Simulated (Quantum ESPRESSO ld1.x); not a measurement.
Q: Coherent X-ray form factor from a spherical all-electron density. All-electron calculation, scalar-relativistic Kohn-Sham, revPBE, spin-unpolarised, spherical densities, point nucleus. Program: ld1.x of Quantum ESPRESSO 7.5.

sin(theta)/lambda (1/angstrom)  f0 (electrons)
0.05                                    58.676
0.1                                     57.728
0.15                                    56.223
0.2                                     54.264
0.25                                    51.969
0.3                                     49.459
0.4                                     44.218
0.5                                     39.184
0.6                                     34.675
0.8                                     27.498
1                                       22.517
1.25                                    18.557
1.5                                     16.078
2                                       12.564

The species is in the configuration that NIST lists as its ground one. Which atom or ion scatters so?

A: The erbium ion Er9+, [Kr] 4d10 4f10 5s2 5p1. Extrapolating in s^2 from the first two rows gives f0(0) = 59.0, near the electron count 59; among species with that count, the fall with angle is slower the higher Z, and the table is that of Z = 68; from so few rows the species is fixed only to a neighbour or two.
